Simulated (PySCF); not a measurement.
`[SiH3]CCCS`. Method used: PBE0-D3(BJ)/def2-SVP geometry optimisation, gas phase in PySCF.

```
atom  x, y, z in Å
Si1   -2.2393    0.7123    0.6811
C2    -0.6884    0.4558   -0.3633
C3     0.4668   -0.2006    0.3905
C4     1.6991   -0.3993   -0.4788
S5     3.0774   -1.2422    0.3547
H6    -1.9308    1.5715    1.8669
H7    -2.7580   -0.6005    1.1761
H8    -3.3077    1.3782   -0.1263
H9    -0.3805    1.4390   -0.7616
H10   -0.9679   -0.1519   -1.2421
H11    0.7413    0.4148    1.2657
H12    0.1602   -1.1791    0.7963
H13    2.0479    0.5579   -0.8978
H14    1.4612   -1.0494   -1.3364
H15    3.2924   -0.2948    1.2933
```

Which two atoms are farthest apart?

H8···H15, 6.96 Å; the next longest distance is 6.92 Å.

Where is the centre of mass (commonest isotopes), and what is the radius of gyration?

Mass 106.027 u; centre at (0.489, -0.183, 0.255) Å; Rg = √(Σ m r²/M) = 2.392 Å. As Ia + Ib + Ic = 2 Σ m r², the three principal moments sum to 1213.7 u·Å².

Work out the bond lengths Si1–H6, Si1–H7, C4–S5, C4–H13 in Å.

For Si1–H6 the difference vector is (0.3085, 0.8592, 1.1858) Å, of length 1.4965 Å. Si1–H6 1.497; Si1–H7 1.496; C4–S5 1.818; C4–H13 1.102 Å.

How far apart are these pairs, which share no bond: C2···H12, C2···H15, C4···H6, S5···H11, H13···H14?

C2···H12 2.177 Å (2 bonds apart); C2···H15 4.377 Å (4 bonds apart); C4···H6 4.750 Å (4 bonds apart); S5···H11 3.005 Å (3 bonds apart); H13···H14 1.766 Å (2 bonds apart).

Give the dihedral angles H9–C2–C3–C4, Si1–C2–C3–C4, C2–C3–C4–H13, H13–C4–S5–H15.

H9–C2–C3–C4 -59° (synclinal); Si1–C2–C3–C4 180° (antiperiplanar); C2–C3–C4–H13 58° (synclinal); H13–C4–S5–H15 62° (synclinal). Dihedral signs follow IUPAC: positive where, seen along the central bond, the front bond turns clockwise onto the rear one.

What are the angles C2–Si1–H6, Si1–C2–C3, Si1–C2–H9, H11–C3–H12, C4–C3–H12, C3–C4–H14, H13–C4–H14?

From the scalar product of the two bond vectors; for C2–Si1–H6 it is -0.9804 Å² over 1.8873 × 1.4965 Å², cos θ = -0.3471. C2–Si1–H6 110.3°; Si1–C2–C3 114.0°; Si1–C2–H9 107.9°; H11–C3–H12 105.8°; C4–C3–H12 108.6°; C3–C4–H14 110.3°; H13–C4–H14 106.6°.

No PBE0-D3(BJ)/def2-SVP frequencies stand behind this structure, so it isn't proved a minimum. One conformer, not necessarily the lowest.

The run took 46 s of wall time on Arm Neoverse V1, one thread (shared host), and the process peaked at 0.49 GiB of memory. This is the geometry optimisation.
